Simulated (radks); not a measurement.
The numbers below are computed, except where a source is named.
As14+, configuration [Ar] 3d1 (the NIST ground configuration). Code: a radial shooting solver on a logarithmic mesh with Libxc functionals. Model: Dirac Kohn-Sham, exchange-only PBE, spin-unpolarised, spherical densities, finite nucleus; open shells fill j = l - 1/2 first; Fermi nuclear charge, rms radius 4.0968 fm.

Unscreened Slater integrals over Kohn-Sham orbitals (eV). Large and small components are both included. Empty in this configuration: 3d5/2.

integral          value
F0(3d3/2,3d3/2)  49.599
F2(3d3/2,3d3/2)  25.083
F0(3d3/2,3p3/2)  47.097
F2(3d3/2,3p3/2)  22.933
G1(3d3/2,3p3/2)  25.951
G3(3d3/2,3p3/2)  16.864
F0(3d3/2,3p1/2)  47.434
G1(3d3/2,3p1/2)  26.455
F0(3d3/2,3s1/2)  46.975
G2(3d3/2,3s1/2)  19.942
F0(3d3/2,3d5/2)  49.502
F2(3d3/2,3d5/2)  25.049
G2(3d3/2,3d5/2)  24.988
G4(3d3/2,3d5/2)  16.037
F0(3p3/2,3p3/2)  45.610
F2(3p3/2,3p3/2)  23.083
F0(3p3/2,3p1/2)  45.897
G2(3p3/2,3p1/2)  23.178
F0(3p3/2,3s1/2)  45.469
G1(3p3/2,3s1/2)  29.976
F0(3p3/2,3d5/2)  47.018
F2(3p3/2,3d5/2)  22.934
G1(3p3/2,3d5/2)  26.003
G3(3p3/2,3d5/2)  16.898
F0(3p1/2,3p1/2)  46.192
F0(3p1/2,3s1/2)  45.747
G1(3p1/2,3s1/2)  30.013
F0(3p1/2,3d5/2)  47.352
G3(3p1/2,3d5/2)  17.134
F0(3s1/2,3s1/2)  45.401
F0(3s1/2,3d5/2)  46.898
G2(3s1/2,3d5/2)  19.976
F0(3d5/2,3d5/2)  49.406
F2(3d5/2,3d5/2)  25.016
F4(3d5/2,3d5/2)  16.056
